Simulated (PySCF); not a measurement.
**EPR parameters of C6H4NO3**

Species: C₆H₄NO₃ (doublet state).
Z-matrix (Å and degrees, GFN2-xTB geometry), rows numbered from 1:
```
C 
C   1  1.3107
C   2  1.4586  1  152.42
N   3  1.3637  2  151.57  1    -0.03
C   4  1.3408  3  125.99  2    -0.08
O   5  1.1967  4  132.83  3     0.24
C   3  1.3350  2   62.25  1  -179.90
O   7  1.3495  2  151.08  3   179.76
C   8  1.3363  7  116.51  2  -179.95
O   9  1.1981  8  125.60  7    -0.07
H   1  1.0748  2  121.36  3  -179.99
H   1  1.0746  2  120.73  3    -0.10
H   4  1.0179  3  114.52  2  -179.89
H   9  1.0982  8  108.92  7   179.93
```

The hyperfine couplings belong to this conformer and change with its torsions.

Identity: `N(C1=C(OC=O)C1=C)[C]=O` [radical].

Level of theory: UKS B3LYP, pcH-1 on C H N O, non-relativistic, mean-field spin-orbit, GIAO (PySCF). Isolated species at its GFN2-xTB geometry (one conformer only). Couplings are sensitive to structure, and on GFN2-xTB geometries they can be far from those on DFT ones. Stability of the SCF solution: not tested.

* g1, g2, g3: 1.99859, 2.00190, 2.00433
* g_iso: 2.00161
* Form of g: rhombic: the two nearest values differ by 42 % of g3 − g1
* ⟨S²⟩: 0.7532 (exact 0.7500)
* HOMO–LUMO gap, α and β orbitals: 4.14, 3.62 eV

Isotropic coupling and dipolar principal values T1 to T3, in MHz:

```csv
atom,isotope,a_iso,T1,T2,T3,Mulliken spin population
C1,13C,1.7,-0.8,0.0,0.8,0.00
C2,13C,-1.8,-0.4,-0.4,0.7,0.00
C3,13C,51.5,-4.3,-2.7,7.0,0.05
N4,14N,82.9,-4.7,-3.1,7.8,0.00
C5,13C,486.8,-50.0,-45.2,95.2,0.68
O6,17O,-47.6,-113.7,54.9,58.8,0.28
C7,13C,1.6,-4.0,-0.3,4.3,0.00
O8,17O,-0.5,-0.4,-0.1,0.4,0.00
C9,13C,0.6,-0.3,0.0,0.4,0.00
O10,17O,0.3,-0.4,0.0,0.4,0.00
H11,1H,-0.1,-0.6,-0.4,0.9,0.00
H12,1H,0.3,-1.3,-1.1,2.4,0.00
H13,1H,2.9,-9.6,-6.6,16.2,0.00
H14,1H,0.2,-0.3,-0.3,0.6,0.00
```

The largest Mulliken spin populations are on C5 (+0.68) and O6 (+0.28).

Axes: g3 is normal to the molecular plane.

Under fast tumbling the dipolar parts average out, and these isotropic splittings remain: 1 × 14N (N4, I = 1, 3 lines) with 2.96 mT and 1 × 1H (H13, I = 1/2, 2 lines) with 0.10 mT.

The 17O coupling of O6 (-47.6 MHz) shows only in satellite lines or after enrichment, since that isotope makes up about 0.038 % of natural oxygen.

The 13C coupling of C5 (486.8 MHz) shows only in satellite lines or after enrichment, since that isotope makes up about 1.07 % of natural carbon.

On an Arm Neoverse V2 with one thread, shared host with 96 logical CPUs at a one-minute load of 75, this took 1.7 min wall (with the writing of density and orbital grids) and 1.1 GiB of memory at its peak.
